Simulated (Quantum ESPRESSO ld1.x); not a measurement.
Results of a calculation; reference values are marked as such.
Task: The mean radii <r> (bohr) of the occupied orbitals of an atom or ion are listed with their occupations. Level of theory: non-relativistic Kohn-Sham, LDA (Slater exchange, Perdew-Zunger correlation), spin-polarised, spherical densities, point nucleus (ld1.x of Quantum ESPRESSO 7.5).

| orbital | occ. | <r> |
|---|---|---|
| 1s up | 1 | 0.06431 |
| 1s down | 1 | 0.06431 |
| 2s up | 1 | 0.2968 |
| 2s down | 1 | 0.2966 |
| 2p up | 3 | 0.2614 |
| 2p down | 3 | 0.2612 |
| 3s up | 1 | 0.8686 |
| 3s down | 1 | 0.8699 |
| 3p up | 3 | 0.8961 |
| 3p down | 3 | 0.8980 |
| 3d up | 1 | 0.9463 |

Name the element and its charge. Open shells, if any, are filled with parallel spins first.

Result: Z = 24, chromium, charge +5: Cr5+ in [Ar] 3d1. The 1s radius gives Z: for a bare nucleus <r> = 1.5/Z, 0.0625 bohr for Z = 24, and screening makes it slightly larger (0.06431 here). The occupations add up to 19, and the charge is Z minus that.
